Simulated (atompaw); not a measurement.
# Logarithmic derivatives: magnesium (Mg), PAW (atompaw)

magnesium (Mg), PAW, made with atompaw 4.2.0.5 (PBEsol, scalar-relativistic). Core [He], reference 2s2 2p6 3s0.5 3p0 (charge +1.5). Waves: 2s (bound): rc 0.80 bohr; 3s (bound): rc 1.20 bohr; 2p (bound): rc 0.90 bohr; 3p (bound, empty): rc 1.05 bohr. Local part: troulliermartins scheme with l = 2 at 0.5 Ry, radius 0.90 bohr. Core correction: smooth core density matched at 0.90 bohr. Augmentation charge: sinc compensation charge, radius 1.05 bohr; PAW radius 1.20 bohr; waves and projectors: custom rrkj gramschmidtortho.

The phase is arctan(r·u′/u) with u = r·R(r), unwrapped; energies in Ry, scanned from -9 to 5 Ry. A pole is an energy at which the radial function vanishes at the test radius. The pseudo phase is shifted by a multiple of π to meet the all-electron one at the reference energy, and phase errors are pseudo minus all-electron; the curves can meet again beyond the range given. Levels narrower than the energy grid can be missing from the lists of poles.

| channel | radius (bohr) | reference energy (Ry) | poles, all-electron | poles, pseudo | unbroken range about the reference energy with phases within 0.05 rad | phase error 1 Ry above the reference energy (rad) |
| --- | --- | --- | --- | --- | --- | --- |
| s | 1.20 | -1.09 | -5.50 | -5.50 | the whole range | +0.000 |
| p | 1.20 | -0.74 | -3.19 | -3.19 | the whole range | -0.000 |

Phases in the s channel:

```tsv
E (Ry)	all-electron	pseudo
-9.00	0.913	0.915
-8.76	0.830	0.832
-8.52	0.715	0.717
-8.28	0.548	0.550
-8.04	0.303	0.305
-7.80	-0.039	-0.037
-7.56	-0.433	-0.432
-7.32	-0.779	-0.779
-7.08	-1.028	-1.028
-6.84	-1.198	-1.198
-6.60	-1.315	-1.315
-6.36	-1.399	-1.399
-6.12	-1.463	-1.463
-5.88	-1.512	-1.512
-5.64	-1.552	-1.552
-5.40	-1.585	-1.584
-5.16	-1.612	-1.612
-4.92	-1.636	-1.636
-4.68	-1.657	-1.657
-4.44	-1.676	-1.675
-4.20	-1.693	-1.692
-3.96	-1.708	-1.708
-3.72	-1.723	-1.723
-3.48	-1.736	-1.736
-3.24	-1.750	-1.749
-3.00	-1.762	-1.762
-2.76	-1.774	-1.774
-2.52	-1.786	-1.786
-2.28	-1.798	-1.798
-2.04	-1.809	-1.809
-1.80	-1.821	-1.821
-1.56	-1.832	-1.832
-1.32	-1.844	-1.844
-1.08	-1.856	-1.856
-0.84	-1.868	-1.868
-0.60	-1.881	-1.881
-0.36	-1.894	-1.894
-0.12	-1.907	-1.907
0.12	-1.922	-1.921
0.36	-1.936	-1.936
0.60	-1.952	-1.952
0.84	-1.969	-1.968
1.08	-1.986	-1.986
1.32	-2.005	-2.004
1.56	-2.025	-2.024
1.80	-2.047	-2.045
2.04	-2.070	-2.068
2.28	-2.096	-2.093
2.52	-2.124	-2.121
2.76	-2.154	-2.150
3.00	-2.188	-2.183
3.24	-2.225	-2.219
3.48	-2.267	-2.258
3.72	-2.313	-2.302
3.96	-2.365	-2.351
4.20	-2.422	-2.405
4.44	-2.487	-2.466
4.68	-2.560	-2.534
4.92	-2.642	-2.609
```
